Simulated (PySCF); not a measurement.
Removing an electron from Ag(PF3)I

Species: Ag(PF3)I (singlet state).
Structure used (PBE0-D3(BJ)/def2-SVP), in Å, numbered top down from 1:
```
atom  x, y, z in Å
Ag1   -0.0066    0.0128   -1.4980
P2     0.0038    0.0082    0.8318
F3     0.2499   -1.3693    1.5533
F4    -1.2968    0.4703    1.5889
F5     1.0669    0.8913    1.5856
I6    -0.0172   -0.0134   -4.0616
```

Level: CAM-B3LYP/def2-SVPD (PySCF). Frontier orbitals with their largest atomic shares (Löwdin; up to four atoms above 4 %):

```tsv
orbital	ε (eV)	main atoms
HOMO−3	-11.50	Ag1 59 %, P2 18 %, I6 7 %, F5 6 %
HOMO−2	-9.08	I6 72 %, Ag1 26 %
HOMO−1	-7.99	?
HOMO	-7.99	?
LUMO	-1.20	Ag1 35 %, P2 33 %, F5 10 %, F4 10 %
LUMO+1	-1.20	Ag1 35 %, P2 33 %, F3 10 %, F4 9 %
LUMO+2	-0.19	Ag1 50 %, I6 26 %, P2 10 %, F5 5 %
```

What vertical ionisation energy does ΔSCF give, and how far is −ε(HOMO) from it?

ΔSCF: 8.93 eV (862 kJ/mol; threshold wavelength 139 nm); ⟨S²⟩ of the doublet left behind is 0.752, against 0.75 for a pure doublet. −ε(HOMO) is 7.99 eV, 0.94 eV below it. For the exact functional −ε(HOMO) would equal the first vertical ionisation energy; CAM-B3LYP (range-separated hybrid) falls short of its own ΔSCF value by 11 %. Holes in the HOMO−1 and HOMO−2 were tried too where these lie within 1.2 eV of the HOMO; the lowest converged state counts.

On which atoms does the HOMO lie?

HOMO: I6 92 %, Ag1 7 %; HOMO−1: I6 92 %, Ag1 7 %. These 2 orbitals lie within 0.02 eV of one another; within a degenerate set any mixture serves as well, and the shares of a single orbital can change with the mixture. The HOMO−2 lies 1.09 eV lower.

And the vertical electron affinity, the fundamental gap, Mulliken's electronegativity and the hardness (with the factor ½)?

EA = 0.51 eV by ΔSCF (−ε(LUMO) = 1.20 eV). IE − EA = 8.42 eV against an orbital gap of 6.79 eV; (IE + EA)/2 = 4.72 eV; (IE − EA)/2 = 4.21 eV.

With α = 93.2 au, estimate the like-pair dispersion coefficient by London's formula C6 = (3/4)α²I.

I = 0.3282 Eh, so C6 ≈ 2140 au, a rough estimate.

What total energies stand behind the ΔSCF value?

E(N) = -1085.29919 Eh and E(N − 1) = -1084.97102 Eh at the same geometry, 0.32817 Eh apart. With one more electron, E(N + 1) = -1085.31800 Eh.

Shift the occupied levels rigidly so that −ε(HOMO) equals the ΔSCF value. What binding energies result?

The shift is +0.94 eV: HOMO 8.93, HOMO−1 8.93, HOMO−2 10.02, HOMO−3 12.44 eV. A rigid shift is only a rough guide to the deeper ionisations.

What kinetic energy would electrons from this vertical process carry with 118.2 nm light (10.49 eV)?

10.49 − 8.93 = 1.56 eV.

Geometry: PBE0-D3(BJ)/def2-SVP; no solvent, vibrations or thermal averaging. Atoms past krypton carry effective core potentials; spin–orbit coupling is left out.

The run behind these numbers computed excited states and ΔSCF ions as well. On an x86-64 server with one thread (shared host), this took 86 s wall.
